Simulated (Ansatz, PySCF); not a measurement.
Sn(F)2(Me)(OH) (CH4F2OSn), SMILES [CH3][Sn]([OH])([F])[F].

The structure is a stationary point at B3LYP-D3(BJ)/def2-SVP. The structure was generated by enumeration; whether it is a known compound was not checked. The def2 effective core potentials stand for the cores of Sn; spin–orbit coupling is left out. One conformer was computed; it need not be the lowest.

Vertical ionisation energy (IE) and electron affinity (EA) in eV. Rows of orbital energies are one-electron estimates. Where ΔSCF, EOM or ADC give a negative EA the extra electron is unbound and the value depends on the basis.

```tsv
level	IE	EA
−ε(HOMO), −ε(LUMO), M06-2X/def2-TZVP (PySCF)	11.16	0.69
−ε(HOMO), −ε(LUMO), PBE/def2-TZVP (PySCF)	7.60	2.68
ΔSCF, PBE0/def2-SVPD (Ansatz), final states of multiplicity 2 and 2	?	?
ΔSCF, PBE/def2-SVPD (Ansatz), final states of multiplicity 2 and 2	11.24	0.32
```

### Question
Fill in the missing entries. (Estimate from the structure and the level; the computed values follow.)

### Answer

- ΔSCF, PBE0/def2-SVPD (Ansatz, a program for electronic structure), final states of multiplicity 2 and 2, IE: 11.84
- ΔSCF, PBE0/def2-SVPD (Ansatz), final states of multiplicity 2 and 2, EA: 0.13

### Question
What vertical singlet–triplet gap does ΔSCF give with PBE0/def2-SVPD (Ansatz) and with PBE/def2-SVPD (Ansatz)? (The exact figures need the calculation; the answer reports its results.)

### Answer
5.86 and 5.21 eV (triplet above singlet where positive).
